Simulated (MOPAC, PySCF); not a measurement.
[Hf(Br)3(H)], neutral singlet in the gas phase. 

Cartesian coordinates (Å):
```xyz
5

Hf    -0.0131    -0.1307    -0.0423
Br     1.7306    -1.3546     1.2416
Br    -2.3342    -0.7885     0.5606
Br     0.3963    -0.0976    -2.4950
H      0.1402     1.6137     0.4891
```
Charge 0, multiplicity 1.

All levels are single points at this geometry (TPSS-D3(BJ)/def2-SVP); Pople sets use spherical d functions. Orbital energies aren't observables, and empty levels follow the basis.

```tsv
level	HOMO (eV)	LUMO (eV)	gap (eV)	dipole (D)	vertical IE, Delta-SCF (eV)
B3LYP-D3(BJ)/def2-TZVP in PySCF	-8.66	-2.63	6.03	0.28	–
PBE-D3(BJ)/def2-TZVP in PySCF	-7.69	-3.24	4.45	0.37	–
TPSSh-D3(BJ)/def2-TZVP in PySCF	-8.30	-2.83	5.47	0.33	–
B3LYP/6-311+G** (LANL2DZ on Br, Hf) in PySCF	-8.85	-3.16	5.69	0.09	–
B3LYP/LANL2DZ in PySCF	-8.85	-3.17	5.67	0.10	–
PBE/6-31G* (LANL2DZ on Hf) in PySCF	-7.76	-3.57	4.19	0.46	–
SVWN5/6-31G* (LANL2DZ on Hf) in PySCF	-7.91	-3.77	4.14	0.47	–
PM6 in MOPAC	-10.56	-2.58	7.98	1.41	–
PM7 in MOPAC	-10.58	-1.34	9.24	0.91	–
```
